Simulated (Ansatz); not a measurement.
A nudged elastic band was laid between two geometries of CH$_{6}$Sn (8 atoms, charge 0, multiplicity 1).

Theory: Ansatz 0.2.0, RKS B3LYP-D4/def2-SVP.

| Item | Value |
| --- | --- |
| movable images | 5 |
| climbing image | yes |
| spring | 5.0 eV/Å² |
| optimiser | quadratic models (default) |
| start path | through a guess of the saddle point |
| force threshold | 0.05 eV/Å |
| iteration limit | 60 |
| end points | relaxed |

Image 0:

```xyz
8
Properties=species:S:1:pos:R:3
Sn 0.178 -0.036 0.409
H -0.325 -0.301 2.034
C 2.344 0.041 0.303
H 2.769 -0.915 0.641
H 2.661 0.230 -0.732
H 2.721 0.849 0.947
H -0.494 1.449 -0.147
H -0.416 -1.318 -0.574
```

Image 6:

```xyz
8
Properties=species:S:1:pos:R:3
Sn -0.942 0.043 0.363
H 1.493 -0.198 1.597
C 2.266 -0.034 0.825
H 2.771 -0.987 0.621
H 1.833 0.351 -0.112
H 2.980 0.707 1.211
H -0.507 1.329 -0.806
H -0.459 -1.212 -0.819
```

Problem. What changes between the two ends?

Solution. Bonds broken: Sn1–H2, Sn1–C3. Bonds formed: H2–C3. CH6Sn becomes CH4 + H2Sn.

Problem. Give the energies along the band, and the barrier.

Solution. It converged. The highest image is number 3 of 0 to 6, 52.3 kcal/mol above the first end and 48.4 kcal/mol above the last; the last end lies 3.9 kcal/mol above the first. Neighbouring images differ by up to 1.5 eV, so the band resolves the path poorly. A vibrational analysis at the climbing image gives one clearly imaginary mode, 1068i cm⁻¹: a first-order saddle point. The orbitals stay closed-shell, which can raise the energy where a bond breaks towards radicals; this wasn't checked here.

```
image  path coordinate (Å)  energy (kcal/mol)  Sn1–H2 (Å)  Sn1–C3 (Å)  H2–C3 (Å)
    0                 0.00                0.0        1.72        2.17       3.20
    1                 0.53                5.3        1.71        2.14       2.76
    2                 1.07               29.1        1.67        2.23       2.27
    3                 1.60               52.3        1.72        2.55       1.85
    4                 2.21               18.4        1.98        2.74       1.23
    5                 2.82                4.2        2.45        3.17       1.11
    6                 3.43                3.9        2.74        3.24       1.10
```

Problem. What is the geometry of the highest image?

Solution. 
```xyz
8
Properties=species:S:1:pos:R:3
Sn -0.377 -0.059 0.457
H 0.796 -0.214 1.701
C 2.171 0.008 0.484
H 2.583 -0.964 0.777
H 2.314 0.208 -0.584
H 2.549 0.829 1.104
H -0.343 1.484 -0.315
H -0.257 -1.293 -0.742
```

The run took 2.5 min on 1 thread of Intel(R) Xeon(R) 6975P-C (Granite Rapids), with other jobs on the host, peak memory 0.15 GiB.
